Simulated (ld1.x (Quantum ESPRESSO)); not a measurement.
Before and after: TM potential for molybdenum (Mo)

| Property | Result |
| --- | --- |
| Element | Mo (Z = 42) |
| Generator | ld1.x (Quantum ESPRESSO) 7.5 |
| Type | norm-conserving Troullier–Martins (Kleinman–Bylander form) |
| Functional | PBE |
| Relativity | fully relativistic |
| Frozen core | [Kr] |
| Valence charge | 6 |
| Reference configuration | 4d5 5s1 5p0 |
| Partial waves | 5s (bound): rc 3.15 bohr; 4d (bound): rc 2.40 bohr; 5p (bound, empty): rc 3.30 bohr |
| Local potential | the p channel |
| Core correction | none |

Open shells are filled in proportion to 2j + 1 (rel_dist='average').

All-electron outer shells of the reference configuration (PBE, scalar-relativistic, ld1.x):

```json
{"shell": "4s", "level (eV)": "-64.35", "outermost node (bohr)": "0.51", "outermost maximum (bohr)": "0.99"}
{"shell": "4p", "level (eV)": "-38.49", "outermost node (bohr)": "0.52", "outermost maximum (bohr)": "1.08"}
{"shell": "5s", "level (eV)": "-4.09", "outermost node (bohr)": "1.34", "outermost maximum (bohr)": "2.93"}
{"shell": "4d", "level (eV)": "-3.75", "outermost node (bohr)": "0.53", "outermost maximum (bohr)": "1.38"}
{"shell": "5p", "level (eV)": "-1.04", "outermost node (bohr)": "1.54", "outermost maximum (bohr)": "4.11"}
```

Change: wave 4d (bound): rc 2.40 bohr becomes 4d (bound): rc 3.66 bohr.

Cutoffs: the cutoffs (Ry, on a coarse ladder) from which the occupation-weighted sum of valence levels, in a spherical-Bessel basis at the reference potential, stays within 10 and 1 mRy of its value at 400 Ry; they do not see the model core or the augmentation charge, which bear on the density cutoff. Errors are all-electron minus pseudo energies relative to the spin-unpolarised reference configuration.

How do hardness, ghosts and transferability respond?

The potential gets softer (35 Ry and 40 Ry → 18 Ry and 25 Ry); of the 7 tests that both files solve, the error grows in 0 and shrinks in 5 by more than 15 % and 0.3 meV (median size 55.8 → 13.5 meV); neither file shows a bound ghost. A larger radius leaves more room for a smooth pseudo-wave, so fewer plane waves are needed. That the errors move this way runs against the usual rule that smaller radii transfer better.

| quantity | base | changed |
| --- | --- | --- |
| cutoff, loose | 35 Ry | 18 Ry |
| cutoff, tight | 40 Ry | 25 Ry |
| loose cutoff by channel (10 mRy a level) | s 6 Ry, d 30 Ry | s 6 Ry, d 18 Ry |
| bound ghosts | none | none |
| error for 4d5 5s0 5p0, meV [ΔE 6.89 eV] | +17 | +14 |
| error for 4d4 5s0 5p0, meV [ΔE 22.35 eV] | -63 | -57 |
| error for 4d3 5s0 5p0, meV [ΔE 49.09 eV] | -347 | +95 |
| error for 4d5 5s0 5p1, meV [ΔE 3.14 eV] | +2.3 | +0.1 |
| error for 4d5.5 5s0.5 5p0, meV [ΔE 0.28 eV] | -14 | +3.4 |
| error for 4d4 5s1 5p0, meV [ΔE 8.06 eV] | -62 | +12 |
| error for 4d4 5s2 5p0, meV [ΔE 0.20 eV] | -56 | +51 |
